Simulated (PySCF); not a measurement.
A database entry of computed molecular properties. Lists by class give the value and the number of equivalent atoms.

```json
{
 "name": "(OH)2Al-NH-SiH3",
 "formula": "AlH6NO2Si",
 "charge": 0,
 "multiplicity": 1,
 "geometry_level": "PBE0-D3(BJ)/def2-SVP",
 "atoms_angstrom": [
  ["Al", -1.052, 0.688, 0.057],
  ["O", -0.851, 1.18, 1.668],
  ["O", -2.403, 1.211, -0.826],
  ["N", 0.105, -0.372, -0.789],
  ["Si", 1.575, -1.07, -0.191],
  ["H", -0.133, 0.934, 2.252],
  ["H", -3.093, 1.768, -0.463],
  ["H", -0.127, -0.604, -1.753],
  ["H", 1.698, -0.653, 1.242],
  ["H", 1.58, -2.567, -0.25],
  ["H", 2.798, -0.599, -0.918]
 ],
 "electronic_structure_code": "PySCF",
 "results": {
  "PBE0-D3(BJ)/def2-SVP geometry optimisation, gas phase": {
   "rotational_constants_GHz": [5.931, 1.625, 1.294]
  },
  "CAM-B3LYP/def2-SVPD ground state, ΔSCF and vertical TDDFT (core frozen in the response)": {
   "dipole_D": 0.34,
   "homo_eV": -9.07,
   "lumo_eV": -0.09,
   "S1_eV": 5.9,
   "strongest_line_of_15_singlets_eV": 8.24,
   "T1_tda_eV": 5.6,
   "polarisability_au": 65.1,
   "vertical_ip_eV": 9.89,
   "r2_bohr2_about_centre_of_nuclear_charge": 886.6,
   "singlets_eV_and_f": [
    [5.9, 0.01],
    [7.17, 0.0],
    [7.37, 0.005],
    [7.62, 0.034],
    [7.74, 0.007],
    [7.8, 0.017],
    [7.89, 0.077],
    [7.95, 0.092],
    [7.97, 0.137],
    [8.0, 0.011],
    [8.08, 0.035],
    [8.24, 0.171],
    [8.65, 0.073],
    [8.86, 0.005],
    [8.99, 0.003]
   ],
   "triplets_tda_eV": [5.6, 6.85, 7.03, 7.1]
  },
  "B3LYP/pcSseg-1 (pcSseg-2 on Al) ground state and GIAO shieldings, non-relativistic": {
   "shift_vs_computed_TMS_H_by_class_ppm": [
    [4.58, 3],
    [1.32, 2],
    [-0.5, 1]
   ],
   "shielding_other_nuclei_by_class_ppm": [
    ["N", 261.7, 1],
    ["O", 323.5, 2],
    ["Al", 439.6, 1],
    ["Si", 395.0, 1]
   ]
  },
  "delta-SCF UKS SCAN, pcX-2 on the ionised atom, pcseg-1 elsewhere, spin-free X2C; 2p3/2 from a spin–orbit splitting computed afterwards within the 2p shell": {
   "core_binding_eV": [
    ["Si2p3/2", 107.09, 1],
    ["N1s", 404.07, 1],
    ["O1s", 538.1, 2],
    ["Al1s", 1567.32, 1],
    ["Si1s", 1846.95, 1]
   ]
  }
 }
}
```

The vertical singlet–triplet gap S1 − T1 is 0.30 eV (TDDFT singlet less Tamm–Dancoff triplet; S1: HOMO→LUMO, weight 0.88; T1: HOMO→LUMO, weight 0.82). The principal polarisabilities are 56.9, 62.6 and 75.7 au; their mean is the isotropic value. No computed singlet falls in the visible range (750 to 380 nm, 1.65 to 3.26 eV); S1 lies 2.64 eV above its blue end.

 NMR classes are plain means over equivalent atoms (diastereotopic ones count apart unless rotation or inversion swaps them), as if these changed places fast; in this geometry the members of some classes differ.

One conformer stands for the species.
